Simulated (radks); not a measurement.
Au0.7+, configuration [Xe] 4f14 5d(3/2: 4, 5/2: 5.3) 6s1 (fractional occupations, a model configuration). Method: Dirac Kohn-Sham, PBE, spin-unpolarised, spherical densities, point nucleus; computed with a radial shooting solver on a logarithmic mesh with Libxc functionals.

Spin-orbit splittings of the eigenvalues, e(l+1/2) - e(l-1/2), with zeta = 2 splitting/(2l+1) and mean radii in bohr:

| shell | occ. | splitting (eV) | zeta (eV) | <r> j=l-1/2 | <r> j=l+1/2 |
|---|---|---|---|---|---|
| 2p | 6 | 1836 | 1224 | 0.05798 | 0.06653 |
| 3p | 6 | 405.1 | 270.1 | 0.1736 | 0.1893 |
| 3d | 10 | 87.05 | 34.82 | 0.1648 | 0.1696 |
| 4p | 6 | ? | ? | 0.4094 | 0.4434 |
| 4d | 10 | 18.09 | 7.235 | 0.4519 | 0.4631 |
| 4f | 14 | 3.811 | 1.089 | 0.4952 | 0.5022 |
| 5p | 6 | 16.53 | 11.02 | 1.003 | 1.101 |
| 5d | 9.3 | 1.614 | 0.6456 | 1.517 | 1.584 |

Estimate the 4p splitting.

Answer. 97.15 eV (zeta = 64.77 eV).
